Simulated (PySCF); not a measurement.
PP3SeSeSe nortricyclane, P4Se3.
Bonds: P1–Se2, P1–Se5, P1–Se7, Se2–P3, P3–P4, P3–P6, P4–Se5, P4–P6, P6–Se7.

Computed, not measured: PBE0-D3(BJ)/def2-SVP geometry optimisation, gas phase (PySCF 2.14.0).

Task: What internal coordinates does the optimisation give?

Result: 
| bond | length (pm) |
| --- | --- |
| P1–Se2, P1–Se5, P1–Se7 | 225.6 |
| Se2–P3, P4–Se5, P6–Se7 | 225.1 |
| P3–P4, P3–P6, P4–P6 | 224.6 |

Bonds in one row agree within 1 pm and their mean is given. A selection of angles:
| angle | degrees |
| --- | --- |
| Se2–P1–Se5 | 99.9 |
| P1–Se2–P3 | 99.9 |
| Se2–P3–P4 | 105.5 |
| P4–P3–P6 | 60.0 |

Dihedral angles: Se5–P1–Se2–P3 -51° (synclinal); Se2–P1–Se5–P4 51° (synclinal); Se2–P1–Se7–P6 -51° (synclinal); P1–Se2–P3–P4 31° (synclinal); Se2–P3–P4–Se5 0° (synperiplanar); Se2–P3–P6–P4 99° (anticlinal); P3–P4–Se5–P1 -31° (synclinal); P3–P6–Se7–P1 31° (synclinal).

Se2 (selenium bonded to 2 P) is bent (angle 99.9°). All 3 P–P bonds measure 2.246 to 2.247 Å. P1 (phosphorus bonded to 3 Se) is pyramidal (angles 99.9°, 99.8° and 99.7°, sum 299.4°, 1.06 Å off the plane of its three neighbours). P3 (phosphorus bonded to 2 P and Se) is pyramidal (angles 105.5°, 105.5° and 60.0°, sum 271.0°, 1.23 Å off the plane of its three neighbours).

Point group: C3v (tolerance 0.08 Å). Stationary, but not proved a minimum. One conformer, not necessarily the lowest.
